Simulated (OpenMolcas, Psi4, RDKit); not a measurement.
## A ladder of methods for GaF (SMILES [F][Ga])

GaF has 2 atoms, charge 0, and is taken as a singlet. SMILES: `[F][Ga]`. Geometry: relaxed at PBE0-D4/def2-TZVP.

```jsonl
{"atom": "F", "x (Å)": "0.0000", "y (Å)": "0.0000", "z (Å)": "0.0063"}
{"atom": "Ga", "x (Å)": "0.0000", "y (Å)": "0.0000", "z (Å)": "1.7929"}
```

Quantity: the HOMO–LUMO gap, in eV. The values are calculated.

| level | kind | program | value (eV) | CPU time |
| --- | --- | --- | --- | --- |
| extended Hückel | semi-empirical | RDKit | 6.22 | under 2 s |
| HF/def2-TZVPPD | Hartree–Fock | OpenMolcas | 11.08 | 7.9 s |
| SVWN5/def2-TZVPPD | LDA | OpenMolcas | 4.68 | 13 s |
| revPBE/def2-TZVPPD | GGA | OpenMolcas | 4.64 | 16 s |
| r2SCAN/def2-TZVPPD | meta-GGA | OpenMolcas | 5.09 | 20 s |
| BHLYP/def2-TZVPPD | global hybrid | OpenMolcas | 8.09 | 16 s |
| M06-2X/def2-TZVPPD | hybrid meta-GGA | OpenMolcas | 8.00 | 20 s |
| HSE06/def2-TZVPPD | range-separated hybrid | Psi4 | 5.67 | 50 s |
| B2PLYP/def2-TZVPPD | double hybrid | OpenMolcas | 8.24 | 10 s |

All-electron rows without a relativistic Hamiltonian named are non-relativistic. The values span 4.64 to 11.08 eV. Orbital gaps aren't excitation energies, and those of double hybrids come from the SCF part alone; they tend to grow with the share of exact exchange. Times are those of the runs behind each value, whatever else they computed, on shared processors of several kinds: orders of magnitude only.
